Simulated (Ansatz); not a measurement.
Predicting a hybrid from its neighbours: C4H11As (tert-butylarsine)

C4H11As: 16 atoms, total charge 0, spin state singlet. SMILES: `CC(C)(C)[AsH2]`. Geometry: relaxed at PBE0-D4/def2-TZVP. This is one conformer, not always the lowest.

The vertical ionisation energy (to the doublet cation) y, in eV, basis 6-31G(d); a is the functional's share of exact exchange. Programs: Ansatz 0.2.0.

```
functional  program     a  y (eV)
      BLYP   Ansatz     0    8.64
       PBE   Ansatz     0    8.76
     B3LYP   Ansatz   0.2       ?
      PBE0   Ansatz  0.25    8.93
     BHLYP   Ansatz   0.5    8.95
```

Problem. Fit y = c + s·a to the known rows and predict B3LYP.

Solution. 
1. Means of the 4 rows: a = 0.1875, y = 8.820.
2. Σ(Δa)² = 0.17188, Σ(Δa·Δy) = 0.0925, so the slope is 0.0925/0.17188 = 0.53817.
3. Intercept: 8.820 − (0.53817) × 0.1875 = 8.719. The largest residual of the fit is 0.079.
4. B3LYP: 8.719 + (0.53817) × 0.2 = 8.83 eV.

The run gave 8.95 eV, so the prediction is off by -0.12 eV, about the largest residual. The rows mix families of semi-local functionals, which the line can't see.
